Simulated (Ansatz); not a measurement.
Start from `C[SiH]([AlH2])O[SiH3]` and change one atom or group to get `C[SiH]([AlH2])[SbH2]`.

Ansatz, PBE0-D4/def2-TZVP geometries, multiplicity 1. Each molecule was computed in one conformer, which needn't be the lowest.

Elements past krypton have def2 core potentials.

```csv
property,`C[SiH]([AlH2])O[SiH3]`
HOMO–LUMO gap (B3LYP/def2-TZVPP) / eV,4.70
LUMO energy (B3LYP/def2-TZVPP) / eV,-2.22
HOMO–LUMO gap (PBE0/def2-TZVPP) / eV,5.07
LUMO energy (PBE0/def2-TZVPP) / eV,-2.03
HOMO–LUMO gap (ωB97M-V/def2-TZVPP) / eV,8.69
size of the dipole moment (B3LYP/def2-TZVPP) / D,0.87
```

Give the same properties after the change, and the shifts. (Best estimate.)

Ansatz gave: 
| property | `C[SiH]([AlH2])[SbH2]` | shift |
| --- | --- | --- |
| HOMO–LUMO gap (B3LYP/def2-TZVPP) / eV | 4.76 | 0.06 |
| LUMO energy (B3LYP/def2-TZVPP) / eV | -1.47 | 0.75 |
| HOMO–LUMO gap (PBE0/def2-TZVPP) / eV | 5.13 | 0.06 |
| LUMO energy (PBE0/def2-TZVPP) / eV | -1.29 | 0.74 |
| HOMO–LUMO gap (ωB97M-V/def2-TZVPP) / eV | 8.68 | -0.01 |
| size of the dipole moment (B3LYP/def2-TZVPP) / D | 2.03 | 1.16 |

With PBE0 the HOMO rises by 0.68 eV and the LUMO rises by 0.74 eV, so the gap widens by about 0.06 eV. PBE moves the HOMO by 0.48 eV and ωB97M-V by 0.85 eV. Dipoles are sizes alone; their direction can turn.

B3LYP here is the variant with VWN-RPA as its local correlation; programs differ in this.

Spin–orbit coupling is left out; it splits and shifts lone-pair levels of the heavy atoms by tenths of an eV.
